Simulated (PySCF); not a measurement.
**Spin-rotation constants: `CC#[C][AlH][N](C)C`, C5H10AlN**

Geometry:
```tsv
atom	x (Å)	y (Å)	z (Å)
C1	4.174	0.319	0.604
C2	2.803	-0.013	0.280
C3	1.650	-0.291	0.010
Al4	-0.136	-0.786	-0.547
N5	-1.669	-0.132	0.137
C6	-2.958	-0.524	-0.407
C7	-1.787	0.800	1.240
H8	4.589	-0.421	1.289
H9	4.221	1.301	1.076
H10	4.777	0.334	-0.304
H11	-0.358	-1.816	-1.666
H12	-3.508	0.342	-0.798
H13	-2.788	-1.230	-1.225
H14	-3.581	-1.010	0.353
H15	-0.787	1.048	1.600
H16	-2.288	1.726	0.931
H17	-2.361	0.365	2.068
```

The calculation used GIAO CAM-B3LYP/pcSseg-1 magnetisability, rotational g tensor and spin-rotation constants, non-relativistic, gas phase (PySCF 2.14.0). Geometry: GFN2-xTB.

Give the nuclear spin-rotation constants along the inertial axes (H = +C I·J) beside the isotropic shieldings.

Rotational constants 5.9563, 0.8008, 0.7157 GHz. A star marks the isotopologue with that one atom substituted, in its own axes.
```csv
atom,isotope,Caa (kHz),Cbb (kHz),Ccc (kHz),mean (kHz),σ (ppm)
Al4,27Al,3.881,0.506,0.474,1.620,381.7
N5,14N,0.439,0.063,0.025,0.176,184.5
H8,1H,-0.545,-0.086,0.004,-0.209,29.8
H9,1H,-0.664,0.003,-0.062,-0.241,29.8
H10,1H,-0.454,-0.042,-0.046,-0.181,29.7
H11,1H,-0.450,0.019,-0.057,-0.163,27.7
H12,1H,-0.444,-0.068,-0.009,-0.173,29.2
H13,1H,-0.564,0.036,-0.076,-0.201,28.2
H14,1H,-0.382,-0.070,-0.015,-0.155,29.2
H15,1H,0.188,-0.066,-0.075,0.016,28.2
H16,1H,-0.423,-0.069,-0.009,-0.167,29.1
H17,1H,-0.364,-0.073,-0.013,-0.150,29.1
C1,13C*,0.684,0.102,0.091,0.292,179.8
C2,13C*,0.288,0.326,0.307,0.307,67.8
C3,13C*,0.313,0.281,0.268,0.287,92.9
C6,13C*,0.913,0.160,0.137,0.403,141.9
```
For the geometry as given, no vibrational averaging.

How do the rotational constants and the g tensor change when H8, H9, H10, H11, H12, H13, H14, H15, H16, H17 are replaced by deuterium?

Constants 4.5161, 0.6790, 0.6040 GHz; g -0.0219, -0.0024, -0.0032, against -0.0287, -0.0028, -0.0038 before.
